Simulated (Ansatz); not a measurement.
The cluster PbI₂. Charge 0, multiplicity 5. Geometry PBE0-D4/def2-SVP.

```xyz
3

Pb    0.0005    0.0001   -0.0007
I     2.0174   -2.8039    0.6285
I    -2.0179    2.8037   -0.6278
```

In the def2 sets I, Pb take a core potential; there is no spin–orbit coupling. LC-ωPBE has ω = 0.4 bohr⁻¹. At PBE-D4/def2-TZVP the gap within one spin of the charge 0 quintet nearly closes, so an electron or hole may be smeared out by delocalisation error. At PBE0-D4/def2-TZVP a singlet of charge 0 lies 5.69 eV below the quintet, each at its own geometry. The structure comes from a short search, and lower isomers may exist.

**Question.** Estimate the α-spin orbital energies around the gap (eV) in Ansatz with PBE-D4/def2-TZVP, r2SCAN-D4/def2-TZVP, B97M-V/def2-TZVP, r2SCAN0-D4/def2-TZVP, LC-ωPBE/def2-TZVP.

**Answer.** 
```tsv
orbital	PBE-D4/def2-TZVP	r2SCAN-D4/def2-TZVP	B97M-V/def2-TZVP	r2SCAN0-D4/def2-TZVP	LC-ωPBE/def2-TZVP
HOMO−9	-18.28	-19.03	-18.82	-20.88	-23.86
HOMO−8	-12.08	-12.22	-11.69	-13.59	-16.44
HOMO−7	-8.43	-9.07	-8.90	-10.21	-12.54
HOMO−6	-8.00	-9.07	-8.86	-10.21	-12.54
HOMO−5	-7.98	-8.21	-8.17	-9.27	-11.70
HOMO−4	-7.87	-7.77	-7.77	-8.85	-11.30
HOMO−3	-7.46	-7.77	-7.77	-8.85	-11.30
HOMO−2	-7.44	-7.66	-7.67	-8.66	-10.96
HOMO−1	-3.66	-3.72	-3.40	-4.54	-6.64
HOMO	-3.61	-3.72	-3.40	-4.54	-6.64
LUMO	-2.83	-2.38	-2.24	-1.74	0.20
LUMO+1	1.24	1.97	1.32	2.40	3.88
LUMO+2	2.25	2.93	2.10	3.33	4.56
LUMO+3	2.29	2.93	2.11	3.33	4.56
LUMO+4	2.32	3.08	2.76	3.59	5.36
LUMO+5	2.40	3.08	2.77	3.59	5.36
β HOMO	-7.13	-7.26	-7.20	-8.21	-10.52
β LUMO	-7.13	-6.69	-6.81	-5.70	-3.30
```
